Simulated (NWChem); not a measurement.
# Extrapolating the UMP2 correlation energy of HBF

SMILES: [BH]F
```xyz
3

B      0.6290    -0.3926     0.0000
F     -0.5341     0.1901     0.0000
H      1.6619     0.2522     0.0000
```
Charge 0, spin multiplicity 2.

All runs are NWChem calculations. The geometry was optimised at UPBE0/def2-SVP, a minimum by its harmonic frequencies.

The correlated methods keep 2 core orbitals frozen. The structure started from a generated list of species. The unpaired electrons of the parent sit in orbitals of symmetry a' (Cs labels of the run); other states weren't searched. No SCF solution was tested for a lower state. Open-shell Hartree-Fock references start from PBE0 orbitals; any time given for them includes that run.

Worked example. The UMP2 correlation energy is -327.73 mHa in cc-pVTZ and -356.39 mHa in cc-pVQZ. The form E(X) = E∞ + A/X³ turns the pair into an estimate of the basis-set limit.

E∞ = (4³·(-356.39) − 3³·(-327.73))/(4³ − 3³) = -377.3 mHa. The larger basis holds 94 % of that, at about 6 times the processor time of the smaller one. This is a two-point estimate.
